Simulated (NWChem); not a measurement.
System: SiHSCl$_{3}$; SMILES S[Si](Cl)(Cl)Cl

Input file for NWChem:

```
start job
memory heap 200 mb stack 900 mb global 1100 mb
geometry units angstroms noautosym nocenter noautoz
  S      0.982701     1.876192    -0.051357
  Si     0.003777     0.002429     0.000433
  Cl     0.543426    -1.108245     1.633991
  Cl    -1.994729     0.409375     0.080820
  Cl     0.405144    -1.129009    -1.658492
  H      2.218037     1.325977    -0.090084
end
basis spherical
  * library def2-svp
end
dft
  xc b3lyp
  iterations 150
end
cosmo
  do_cosmo_smd true
  solvent methanol
end
task dft energy
```

Output (shortened):

```
             Northwest Computational Chemistry Package (NWChem) 7.3.0
             --------------------------------------------------------

                             Geometry "geometry" -> ""
                             -------------------------

 Output coordinates in angstroms (scale by  1.889725989 to convert to a.u.)

  No.       Tag          Charge          X              Y              Z
 ---- ---------------- ---------- -------------- -------------- --------------
    1 S                   16.0000     0.98270100     1.87619200    -0.05135700
    2 Si                  14.0000     0.00377700     0.00242900     0.00043300
    3 Cl                  17.0000     0.54342600    -1.10824500     1.63399100
    4 Cl                  17.0000    -1.99472900     0.40937500     0.08082000
    5 Cl                  17.0000     0.40514400    -1.12900900    -1.65849200
    6 H                    1.0000     2.21803700     1.32597700    -0.09008400

 Effective nuclear repulsion energy (a.u.)     521.8446749418

                                 NWChem DFT Module
                                 -----------------

 Summary of "ao basis" -> "ao basis" (spherical)
 ------------------------------------------------------------------------------
       Tag                 Description            Shells   Functions and Types
 ---------------- ------------------------------  ------  ---------------------
 S                          def2-svp                 8       18   4s3p1d
 Si                         def2-svp                 8       18   4s3p1d
 Cl                         def2-svp                 8       18   4s3p1d
 H                          def2-svp                 3        5   2s1p

 in cosmo_initialize ...
 calling solv_data for solv:methanol

 solvent parameters
 solvname_short: methanol
 solvname_long:  methanol
 dielec:       32.6130
 dielecinf:     1.7657
 nonaqueous SMD model solvent descriptors
 dielec:       32.6130
 sola:          0.4300
 solb:          0.4700
 solc:          0.0000
 solg:         31.7700
 solh:          0.0000
 soln:          1.3288

          ---------------
          -cosmo- solvent
          ---------------
 Cosmo: York-Karplus, doi: 10.1021/jp992097l
 dielectric constant -eps-     =  32.61
 screen = (eps-1)/(eps    )    =   0.96934
 surface charge correction     = lagrangian

   van der Waals surface
 --------------------------

 ---------- ATOMIC COORDINATES (A.U.) ------------ VDWR(ANG.) --
     1    1.85703562    3.54548878   -0.09705066     2.490
     2    0.00713750    0.00459014    0.00081825     2.470
     3    1.02692624   -2.09427938    3.08779526     2.380
     4   -3.76949123    0.77360658    0.15272765     2.380
     5    0.76561115   -2.13351765   -3.13409543     2.380
     6    4.19148216    2.50573320   -0.17023408     1.200
 number of segments per atom =        128
 number of   points per atom =        128
 atom (   nspa,  nppa )
 ----------------------
    1 (     88,     0 )       0
    2 (     11,     0 )       0
    3 (     84,     0 )       0
    4 (     85,     0 )       0
    5 (     86,     0 )       0
    6 (     22,     0 )       0
 number of -cosmo- surface points =      376
 molecular surface =    189.938 angstrom**2
 molecular volume  =    191.870 angstrom**3
 -lineq- algorithm             =   0
 -bem- low  level              =   3
 -bem- from -octahedral-
 gaussian surface charge width =   4.50000
 degree of switching           =   1.00000
 switching function tolerance  =   0.00010
 atomic radii =
 --------------
    1 16.000  2.490
    2 14.000  2.470
    3 17.000  2.380
    4 17.000  2.380
    5 17.000  2.380
    6  1.000  1.200
 ...... end of -cosmo- initialization ......

 nat:                     6
 ixmem:                  2111
 calling mnsol_interface()
 G(SMD-CDS) energy (kcal/mol)  =    -3.426
 SMD-CDS SASA (angstrom**2)    =   166.830

            General Information
            -------------------
          SCF calculation type: DFT
          Wavefunction type:  closed shell.
          No. of atoms     :     6
          No. of electrons :    82
           Alpha electrons :    41
            Beta electrons :    41
          Charge           :     0
          Spin multiplicity:     1
          Use of symmetry is: off; symmetry adaption is: off
          Maximum number of iterations: 150
          AO basis - number of functions:    95
                     number of shells:    43
          Convergence on energy requested:  1.00D-06
          Convergence on density requested:  1.00D-05
          Convergence on gradient requested:  5.00D-04

              XC Information
              --------------
                         B3LYP Method XC Potential
                     Hartree-Fock (Exact) Exchange  0.200
                        Slater Exchange Functional  0.800 local
                    Becke 1988 Exchange Functional  0.720 non-local
              Lee-Yang-Parr Correlation Functional  0.810
                  VWN I RPA Correlation Functional  0.190 local

             Grid Information
             ----------------
          Grid used for XC integration:  medium
          Radial quadrature: Mura-Knowles
          Angular quadrature: Lebedev.
          Tag              B.-S. Rad. Rad. Pts. Rad. Cut. Ang. Pts.
          ---              ---------- --------- --------- ---------
          S                   1.00       88           9.0       590
          Si                  1.10       88           8.0       590
          Cl                  1.00       88          11.0       590
          H                   0.35       45          10.0       434
          Grid pruning is: on
          Number of quadrature shells:   485
          Spatial weights used:  Erf1

      Superposition of Atomic Density Guess
      -------------------------------------

 Sum of atomic energies:       -2064.55569939

      Non-variational initial energy
      ------------------------------

 Total energy =   -2065.819148
 1-e energy   =   -3897.150968
 2-e energy   =    1309.487145
 HOMO         =      -0.323408
 LUMO         =       0.057140

   convergence    iter        energy       DeltaE   RMS-Dens  Diis-err
 ---------------- ----- ----------------- --------- --------- ---------
     COSMO gas phase
 d= 0,ls=0.0,diis     1  -2068.3876196289 -2.59D+03  1.70D-02  8.43D-01
 d= 0,ls=0.0,diis     2  -2068.3263783912  6.12D-02  1.10D-02  1.11D+00
 d= 0,ls=0.0,diis     3  -2068.4807774735 -1.54D-01  2.06D-03  4.21D-02
 d= 0,ls=0.0,diis     4  -2068.4867222416 -5.94D-03  3.82D-04  1.41D-03
 d= 0,ls=0.0,diis     5  -2068.4869437289 -2.21D-04  7.02D-05  3.63D-05
  Resetting Diis
 d= 0,ls=0.0,diis     6  -2068.4869490258 -5.30D-06  1.97D-05  3.33D-06
 d= 0,ls=0.0,diis     7  -2068.4869494915 -4.66D-07  7.27D-06  1.07D-07

   convergence    iter        energy       DeltaE   RMS-Dens  Diis-err
 ---------------- ----- ----------------- --------- --------- ---------
     COSMO solvation phase
 d= 0,ls=0.0,diis     1  -2068.4952266143 -8.28D-03  9.36D-04  1.11D-03
 d= 0,ls=0.0,diis     2  -2068.4955775274 -3.51D-04  2.23D-04  4.35D-04
 d= 0,ls=0.0,diis     3  -2068.4956449938 -6.75D-05  8.62D-05  3.44D-05
 d= 0,ls=0.0,diis     4  -2068.4956487556 -3.76D-06  3.48D-05  1.04D-05
 d= 0,ls=0.0,diis     5  -2068.4956503498 -1.59D-06  5.31D-06  2.66D-07
 d= 0,ls=0.0,diis     6  -2068.4956503887 -3.89D-08  1.53D-06  1.57D-08

         Total DFT energy =    -2068.495650388722
      One electron energy =    -3897.901387765303
           Coulomb energy =     1439.676439668146
    Exchange-Corr. energy =     -131.932546011202
 Nuclear repulsion energy =      521.844674941779

             COSMO energy =       -0.182831222142

 Numeric. integr. density =       81.999996421175

                                COSMO-SMD solvation results
                                ---------------------------

             internal energy in gas <Psi(g)|H|Psi(g)> =     -2068.486949491498
         internal energy in solvent <Psi(s)|H|Psi(s)> =     -2068.486437432086
                               delta internal energy  =         0.000512059412 (    0.32 kcal/mol)
   total free energy in solvent <Psi(s)|H+V/2|Psi(s)> =     -2068.490191324943
 polarization energy contribution <Psi(s)|V/2|Psi(s)> =        -0.003753892856 (   -2.36 kcal/mol)
    total free energy in solvent including G(SMD-CDS) =     -2068.495650388722
                       G(SMD-CDS) energy contribution =        -0.005459063779 (   -3.43 kcal/mol)
     1 M fixed-concentration free energy of solvation =        -0.008700897223 (   -5.46 kcal/mol)

                       DFT Final Molecular Orbital Analysis
                       ------------------------------------

 Vector   39  Occ=2.000000D+00  E=-3.319896D-01
              MO Center=  5.4D-01,  1.2D-01, -1.5D-02, r^2= 5.3D+00
   Bfn.  Coefficient  Atom+Function         Bfn.  Coefficient  Atom+Function
  ----- ------------  ---------------      ----- ------------  ---------------
    12      0.344878  1 S  py                 9      0.276183  1 S  py
    48      0.249555  3 Cl py                84      0.247909  5 Cl py
    47      0.243562  3 Cl px                83      0.242026  5 Cl px
    45      0.188600  3 Cl py                81      0.187312  5 Cl py
    44      0.186191  3 Cl px                80      0.184825  5 Cl px

 Vector   40  Occ=2.000000D+00  E=-3.250011D-01
              MO Center= -2.0D-01, -6.9D-01,  1.1D-02, r^2= 4.8D+00
   Bfn.  Coefficient  Atom+Function         Bfn.  Coefficient  Atom+Function
  ----- ------------  ---------------      ----- ------------  ---------------
    67      0.351050  4 Cl pz                83     -0.284801  5 Cl px
    47      0.264671  3 Cl px                64      0.263211  4 Cl pz
    49     -0.236804  3 Cl pz                85     -0.216089  5 Cl pz
    80     -0.214494  5 Cl px                44      0.199330  3 Cl px
    48     -0.185078  3 Cl py                84      0.182045  5 Cl py

 Vector   41  Occ=2.000000D+00  E=-2.807951D-01
              MO Center=  8.7D-01,  1.5D+00, -4.5D-02, r^2= 2.8D+00
   Bfn.  Coefficient  Atom+Function         Bfn.  Coefficient  Atom+Function
  ----- ------------  ---------------      ----- ------------  ---------------
    13      0.599344  1 S  pz                10      0.432837  1 S  pz
     7      0.245250  1 S  pz                48     -0.167505  3 Cl py
    84      0.167849  5 Cl py                45     -0.120064  3 Cl py
    81      0.120265  5 Cl py                67     -0.089729  4 Cl pz
    31      0.086511  2 Si pz                42     -0.068890  3 Cl py

 Vector   42  Occ=0.000000D+00  E=-1.541277D-02
              MO Center=  2.7D-01,  1.2D-01, -1.0D-02, r^2= 4.4D+00
   Bfn.  Coefficient  Atom+Function         Bfn.  Coefficient  Atom+Function
  ----- ------------  ---------------      ----- ------------  ---------------
    21      1.094402  2 Si s                 20      0.437311  2 Si s
    22      0.392740  2 Si s                 85     -0.360410  5 Cl pz
    49      0.358117  3 Cl pz                12      0.355676  1 S  py
    11      0.344732  1 S  px                65     -0.283886  4 Cl px
    84     -0.219398  5 Cl py                48     -0.215556  3 Cl py

 Vector   43  Occ=0.000000D+00  E= 1.515477D-02
              MO Center=  5.9D-01,  7.4D-01, -3.1D-02, r^2= 4.7D+00
   Bfn.  Coefficient  Atom+Function         Bfn.  Coefficient  Atom+Function
  ----- ------------  ---------------      ----- ------------  ---------------
    92      0.854303  6 H  s                 29     -0.776391  2 Si px
     4     -0.529280  1 S  s                 65     -0.487954  4 Cl px
    58     -0.480438  4 Cl s                 11     -0.409374  1 S  px
    22      0.397752  2 Si s                 26     -0.308449  2 Si px
    91      0.298816  6 H  s                 30      0.246266  2 Si py

 Vector   44  Occ=0.000000D+00  E= 3.829445D-02
              MO Center=  1.1D+00,  4.5D-01, -5.4D-02, r^2= 4.4D+00
   Bfn.  Coefficient  Atom+Function         Bfn.  Coefficient  Atom+Function
  ----- ------------  ---------------      ----- ------------  ---------------
    29     -0.824150  2 Si px                 4      0.813036  1 S  s
    92     -0.789190  6 H  s                 12     -0.574633  1 S  py
    22     -0.517653  2 Si s                 11      0.446722  1 S  px
    58     -0.283126  4 Cl s                 26     -0.274935  2 Si px
    21      0.250543  2 Si s                 30     -0.246305  2 Si py

     Multipole analysis of the density
     ---------------------------------

     L   x y z        total         alpha         beta         nuclear
     -   - - -        -----         -----         ----         -------
     0   0 0 0     -0.000000    -41.000000    -41.000000     82.000000

     1   1 0 0      0.633928      0.119083      0.119083      0.395762
     1   0 1 0      0.126727     -0.224925     -0.224925      0.576578
     1   0 0 1     -0.023360     -0.060519     -0.060519      0.097678

     2   2 0 0    -43.837490   -193.015331   -193.015331    342.193172
     2   1 1 0      1.137484     -0.403789     -0.403789      1.945063
     2   1 0 1     -0.176565      0.046517      0.046517     -0.269598
     2   0 2 0    -48.363872   -208.944511   -208.944511    369.525149
     2   0 1 1     -0.042552      0.070923      0.070923     -0.184398
     2   0 0 2    -48.471041   -189.058421   -189.058421    329.645801
```

Level: B3LYP/def2-SVP, SMD on the gas-phase geometry. Structure relaxed at the PBE0/def2-SVP level. B3LYP is NWChem's, with the RPA form of VWN correlation. Solvent: methanol.
